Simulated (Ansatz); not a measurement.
`O[Si@@H](F)N[Si@@H](O)F` + `C[SiH](O)O` → `C[Si@H](O)O[Si@@H](O)F` + `N[SiH](O)F`  (ligand exchange at the Si–N bond)

Isolated molecules relaxed with PBE0-D4/def2-TZVP in Ansatz; ΔE leaves out vibrations. CCSD(T)/CBS is the MP2 limit (def2-TZVPP, def2-QZVPP) plus CCSD(T) − MP2 in def2-TZVPP, frozen cores. This one scheme is used for every species. Each species was taken in one conformer, which may not be the lowest.

| species | HF/CBS(def2) energy (Eh) |
| --- | --- |
| `O[Si@@H](F)N[Si@@H](O)F` | -984.42446 |
| `C[SiH](O)O` | -480.26125 |
| `C[Si@H](O)O[Si@@H](O)F` | -944.38786 |
| `N[SiH](O)F` | -520.32380 |

(1) Work out ΔE.

Largest T1 diagnostic among the species: 0.012.

Answers

(1) ΔE = (-944.38786) + (-520.32380) − (-984.42446) − (-480.26125) = -0.02595 Eh = -0.71 eV. CCSD(T)/CBS gives -0.62 eV.

In def2-TZVPP, CCSD(T) changes the Hartree–Fock value by +0.08 eV (the triples alone add +0.01 eV) and MP2 by +0.09 eV.
